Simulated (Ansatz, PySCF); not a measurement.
H3SbTe3, SMILES [Sb]([TeH])([TeH])[TeH]. Atoms are numbered in the order given.

```xyz
7

Sb     0.2426    -0.0281     1.0438
Te    -2.1746    -0.7757    -0.0997
H     -2.5635    -1.6832     1.2440
Te     0.1097     2.3764    -0.3742
H      1.7653     2.5489    -0.2774
Te     1.8026    -1.6245    -0.6238
H      3.1601    -1.3109     0.2971
```
Charge 0, spin multiplicity 1.

The structure is a stationary point at PBE0-D3(BJ)/def2-SVP. The structure was generated by enumeration; whether it is a known compound was not checked. The def2 effective core potentials stand for the cores of Sb, Te; spin–orbit coupling is left out.

Two levels are set side by side: PBE-D3(BJ)/def2-SVP (Ansatz, a quantum-chemistry and plane-wave program) and PBE0-D3(BJ)/def2-SVP (Ansatz). Each level has its own optimised geometry; the coordinates shown are those of the second. Frequencies come from the Hessian of PySCF at each geometry. Differences are taken from unrounded values.

| quantity | PBE0-D3(BJ) |
|---|---|
| mean bond length (Å) | 2.227 |
| bond Sb1–Te2 (Å) | 2.777 |
| bond Sb1–Te4 (Å) | 2.795 |
| bond Sb1–Te6 (Å) | 2.786 |
| bond Te2–H3 (Å) | 1.667 |
| bond Te4–H5 (Å) | 1.667 |
| bond Te6–H7 (Å) | 1.670 |
| highest harmonic wavenumber (cm⁻¹) | 2136 |
| mean harmonic wavenumber (cm⁻¹) | 611 |
| zero-point energy (kcal/mol) | 13.10 |

Q: What does PBE-D3(BJ) give, and how far is it from PBE0-D3(BJ)? (The exact figures need the calculation; the answer reports its results.)

A: 
```csv
quantity,PBE-D3(BJ),PBE-D3(BJ) minus PBE0-D3(BJ)
mean bond length (Å),2.252,0.025
bond Sb1–Te2 (Å),2.806,0.029
bond Sb1–Te4 (Å),2.829,0.034
bond Sb1–Te6 (Å),2.820,0.034
bond Te2–H3 (Å),1.686,0.018
bond Te4–H5 (Å),1.685,0.017
bond Te6–H7 (Å),1.688,0.018
highest harmonic wavenumber (cm⁻¹),2044,-92
mean harmonic wavenumber (cm⁻¹),583,-28
zero-point energy (kcal/mol),12.50,-0.60
```

GGA bonds tend to be longer and softer than those of functionals with exact exchange. Differences between two approximate levels are no errors against the true value.
